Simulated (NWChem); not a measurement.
Species: GaH$_{2}$Cl; SMILES [Cl][GaH2]

All runs: NWChem. The geometry was optimised at B3LYP/6-31G* (spherical d). Vertical excitations in the gas phase; the lowest state need not have the same character in each row.

For level PBE/def2-SVP, TDA:

| Property | Value |
|---|---|
| lowest excitation, singlet (eV) | 4.48 |
| lowest state with f > 0.02, singlet (eV) | 5.68 |
| orbital gap (eV) | 4.40 |

Task: What are these values for level B3LYP/def2-SVP, TDA?

Result: The lowest excitation, singlet (eV) is 4.85 and the lowest state with f > 0.02, singlet (eV) is 6.02. The orbital gap (eV) is 5.99.
